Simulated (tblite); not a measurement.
C7H15PS.
Atom-mapped SMILES: `[CH3:1][P:2]1(=[S:3])[CH2:4][CH2:5][CH2:6][CH2:7][CH2:8][CH2:9]1` (hydrogens: H10, H11, H12 on C1; H13, H14 on C4; H15, H16 on C5; H17, H18 on C6; H19, H20 on C7; H21, H22 on C8; H23, H24 on C9)

Computed with GFN2-xTB (tblite), gas phase: L-BFGS steps from a force-field or distance-geometry start until the largest atomic force falls under 0.01 eV/Å.

Step 25: E = -774.0473 eV
```
atom  x, y, z in Å  |  force x, y, z in eV/Å
C1      2.8884   -0.3869    0.0419   -0.008   0.002   0.009
P2      1.1547   -0.1359    0.6083    0.012  -0.002  -0.011
S3      0.9553   -0.1316    2.5382    0.004  -0.012  -0.013
C4      0.7113    1.4373   -0.2536   -0.009   0.015   0.012
C5     -0.7420    1.8406   -0.0499    0.000  -0.016  -0.027
C6     -1.7382    0.8033   -0.5794    0.007  -0.007   0.034
C7     -1.9537   -0.3585    0.4006   -0.007   0.000   0.009
C8     -1.1845   -1.6519    0.1096   -0.031   0.010   0.004
C9      0.2634   -1.4554   -0.3297   -0.033  -0.009   0.005
H10     2.9546   -0.4049   -1.0447    0.018  -0.003   0.037
H11     3.4976    0.4243    0.4405   -0.002  -0.021  -0.012
H12     3.2509   -1.3290    0.4533    0.000   0.024  -0.004
H13     1.3718    2.1994    0.1738    0.001   0.019  -0.011
H14     0.9450    1.3359   -1.3176   -0.017  -0.022   0.027
H15    -0.9073    2.7994   -0.5507    0.001  -0.031  -0.006
H16    -0.9202    1.9901    1.0198    0.006   0.017  -0.067
H17    -1.4113    0.4284   -1.5528   -0.030   0.051   0.028
H18    -2.6938    1.3114   -0.7307    0.020  -0.032  -0.004
H19    -1.6862   -0.0140    1.4018    0.016  -0.038  -0.007
H20    -3.0147   -0.6186    0.4249    0.006   0.023   0.019
H21    -1.1962   -2.2468    1.0256    0.002  -0.003  -0.011
H22    -1.7052   -2.2268   -0.6621    0.026   0.013  -0.011
H23     0.8257   -2.3806   -0.1665   -0.008  -0.004  -0.018
H24     0.3227   -1.2091   -1.3929    0.026   0.026   0.015
```

Step 26: E = -774.0480 eV
```
atom  x, y, z in Å  |  force x, y, z in eV/Å
C1      2.8871   -0.3868    0.0445   -0.002   0.000   0.007
P2      1.1545   -0.1364    0.6076   -0.037   0.003  -0.018
S3      0.9544   -0.1336    2.5371    0.004  -0.012   0.000
C4      0.7108    1.4371   -0.2545   -0.007   0.015   0.010
C5     -0.7419    1.8419   -0.0515   -0.010  -0.025  -0.022
C6     -1.7377    0.8027   -0.5773   -0.006  -0.016   0.021
C7     -1.9512   -0.3585    0.4040   -0.012   0.012   0.000
C8     -1.1844   -1.6521    0.1077   -0.029   0.023   0.007
C9      0.2632   -1.4552   -0.3328   -0.027  -0.004   0.014
H10     2.9565   -0.4064   -1.0409    0.017  -0.002   0.001
H11     3.4951    0.4243    0.4431    0.017   0.000   0.001
H12     3.2478   -1.3278    0.4576    0.015  -0.003   0.009
H13     1.3722    2.1989    0.1713    0.006   0.027  -0.003
H14     0.9442    1.3345   -1.3183   -0.016  -0.023   0.020
H15    -0.9094    2.7995   -0.5530    0.012  -0.027  -0.022
H16    -0.9206    1.9950    1.0171    0.008   0.010  -0.044
H17    -1.4118    0.4249   -1.5498   -0.022   0.055   0.020
H18    -2.6935    1.3096   -0.7309    0.016  -0.031   0.005
H19    -1.6802   -0.0131    1.4038    0.018  -0.047  -0.003
H20    -3.0120   -0.6189    0.4316    0.005   0.030   0.021
H21    -1.1956   -2.2498    1.0217    0.004  -0.006  -0.007
H22    -1.7091   -2.2227   -0.6642    0.035   0.007  -0.018
H23     0.8259   -2.3804   -0.1709   -0.007  -0.006  -0.018
H24     0.3239   -1.2069   -1.3956    0.017   0.022   0.019
```

Step 27: E = -774.0486 eV
```
atom  x, y, z in Å  |  force x, y, z in eV/Å
C1      2.8860   -0.3866    0.0470    0.003  -0.002   0.004
P2      1.1537   -0.1368    0.6065   -0.065   0.006  -0.015
S3      0.9530   -0.1354    2.5358    0.004  -0.011   0.011
C4      0.7103    1.4374   -0.2553   -0.001   0.008   0.007
C5     -0.7420    1.8426   -0.0533   -0.013  -0.022  -0.012
C6     -1.7372    0.8018   -0.5751   -0.017  -0.018   0.003
C7     -1.9488   -0.3584    0.4072   -0.011   0.014  -0.004
C8     -1.1849   -1.6521    0.1061   -0.014   0.023   0.005
C9      0.2624   -1.4553   -0.3356   -0.011   0.004   0.018
H10     2.9590   -0.4078   -1.0372    0.014  -0.002  -0.029
H11     3.4929    0.4243    0.4455    0.028   0.017   0.013
H12     3.2451   -1.3266    0.4618    0.026  -0.024   0.020
H13     1.3725    2.1991    0.1688    0.007   0.028   0.002
H14     0.9432    1.3330   -1.3186   -0.012  -0.022   0.007
H15    -0.9115    2.7992   -0.5552    0.019  -0.018  -0.044
H16    -0.9207    1.9996    1.0139    0.006   0.004  -0.009
H17    -1.4126    0.4229   -1.5469   -0.009   0.045   0.000
H18    -2.6929    1.3072   -0.7311   -0.001  -0.022   0.016
H19    -1.6733   -0.0133    1.4056    0.021  -0.047   0.008
H20    -3.0095   -0.6181    0.4389   -0.004   0.033   0.023
H21    -1.1950   -2.2527    1.0181    0.003  -0.007  -0.003
H22    -1.7121   -2.2191   -0.6664    0.035   0.001  -0.025
H23     0.8257   -2.3805   -0.1754   -0.010  -0.005  -0.015
H24     0.3254   -1.2044   -1.3978    0.004   0.017   0.021
```

Step 28: E = -774.0493 eV
```
atom  x, y, z in Å  |  force x, y, z in eV/Å
C1      2.8850   -0.3865    0.0496    0.008  -0.004   0.000
P2      1.1519   -0.1370    0.6054   -0.059   0.008  -0.002
S3      0.9516   -0.1375    2.5346    0.002  -0.010   0.018
C4      0.7097    1.4379   -0.2559    0.005   0.000   0.002
C5     -0.7424    1.8430   -0.0553   -0.011  -0.008   0.001
C6     -1.7370    0.8006   -0.5727   -0.021  -0.010  -0.015
C7     -1.9467   -0.3582    0.4105   -0.007   0.007  -0.005
C8     -1.1858   -1.6519    0.1046    0.003   0.010  -0.002
C9      0.2613   -1.4553   -0.3381    0.007   0.014   0.017
H10     2.9618   -0.4093   -1.0340    0.010  -0.002  -0.043
H11     3.4913    0.4247    0.4482    0.029   0.022   0.019
H12     3.2429   -1.3259    0.4664    0.028  -0.030   0.024
H13     1.3729    2.1999    0.1663    0.002   0.022   0.004
H14     0.9420    1.3311   -1.3188   -0.007  -0.019  -0.006
H15    -0.9133    2.7983   -0.5582    0.022  -0.009  -0.063
H16    -0.9207    2.0042    1.0103    0.002  -0.002   0.025
H17    -1.4136    0.4219   -1.5440    0.005   0.025  -0.023
H18    -2.6924    1.3043   -0.7310   -0.026  -0.007   0.026
H19    -1.6661   -0.0146    1.4075    0.022  -0.040   0.018
H20    -3.0071   -0.6166    0.4465   -0.017   0.033   0.024
H21    -1.1945   -2.2557    1.0144   -0.001  -0.007  -0.001
H22    -1.7144   -2.2155   -0.6690    0.029  -0.004  -0.030
H23     0.8252   -2.3807   -0.1801   -0.014  -0.001  -0.010
H24     0.3269   -1.2015   -1.3995   -0.012   0.012   0.020
```

**Question.** Estimate the geometry and energy of step 29. (The exact step hangs on the optimiser's Hessian estimate; all steps are aligned on step 28, rigid shifts and turns removed.)

**Answer.** E = -774.0500 eV, largest force 0.077 eV/Å
```
atom  x, y, z in Å  |  force x, y, z in eV/Å
C1      2.8841   -0.3864    0.0522    0.012  -0.005  -0.004
P2      1.1493   -0.1372    0.6045   -0.020   0.008   0.017
S3      0.9509   -0.1401    2.5339   -0.003  -0.008   0.021
C4      0.7091    1.4384   -0.2565    0.007  -0.007  -0.003
C5     -0.7429    1.8433   -0.0575   -0.007   0.012   0.014
C6     -1.7372    0.7993   -0.5703   -0.020   0.005  -0.027
C7     -1.9448   -0.3579    0.4138    0.000  -0.005  -0.003
C8     -1.1867   -1.6514    0.1030    0.017  -0.009  -0.011
C9      0.2602   -1.4551   -0.3403    0.020   0.020   0.014
H10     2.9647   -0.4108   -1.0314    0.007  -0.002  -0.035
H11     3.4902    0.4253    0.4511    0.018   0.013   0.017
H12     3.2411   -1.3256    0.4714    0.024  -0.019   0.020
H13     1.3733    2.2011    0.1637   -0.008   0.011   0.003
H14     0.9405    1.3282   -1.3190   -0.001  -0.013  -0.015
H15    -0.9144    2.7970   -0.5629    0.022  -0.004  -0.074
H16    -0.9208    2.0095    1.0069   -0.004  -0.005   0.049
H17    -1.4148    0.4214   -1.5415    0.016   0.004  -0.043
H18    -2.6925    1.3013   -0.7302   -0.048   0.009   0.034
H19    -1.6589   -0.0168    1.4099    0.024  -0.028   0.023
H20    -3.0051   -0.6147    0.4545   -0.027   0.028   0.024
H21    -1.1940   -2.2588    1.0105   -0.006  -0.005  -0.002
H22    -1.7159   -2.2115   -0.6725    0.021  -0.008  -0.031
H23     0.8244   -2.3808   -0.1852   -0.017   0.004  -0.004
H24     0.3285   -1.1980   -1.4008   -0.027   0.007   0.017
```

The energy changes by -0.0007 eV. The first-order estimate −F·Δx gives -0.0010 eV and the mean of the old and new forces, exact on a quadratic surface, -0.0007 eV. The step makes an angle of 74° with the force vector and moves no atom by more than 0.008 Å.

What follows is the cost of the whole relaxation. Hardware: one thread, Arm Neoverse V1 (aarch64), shared host with 32 logical CPUs at a one-minute load of 26. Cost: 0.65 s.
